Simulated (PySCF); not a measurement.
A calculated (B3LYP, PySCF 2.14, aug-cc-pwCVQZ-X2C, the spin-free X2C one-electron Hamiltonian (Gaussian nucleus)) atom or ion has these occupied shells.

| shell | electrons | orbital energy (eV) | rms radius, mean of both spins (bohr) |
| --- | --- | --- | --- |
| 1s α | 1 | -3983.5 | 0.0889 |
| 1s β | 1 | -3983.5 | 0.0889 |
| 2s α | 1 | -432.02 | 0.396 |
| 2s β | 1 | -431.99 | 0.396 |
| 2p α | 3 | -350.52 | 0.364 |
| 2p β | 3 | -350.48 | 0.364 |
| 3s α | 1 | -58.162 | 1.24 |
| 3s β | 1 | -58.083 | 1.24 |
| 3p α | 3 | -37.917 | 1.37 |
| 3p β | 3 | -37.843 | 1.37 |
| 4p α | 1 | -7.362 | 4.58 |

**Question.** Name the element and its charge.

**Answer.** Ca+ (calcium, charge +1), in [Ar] 4p1, 2P determinant (an excited configuration).
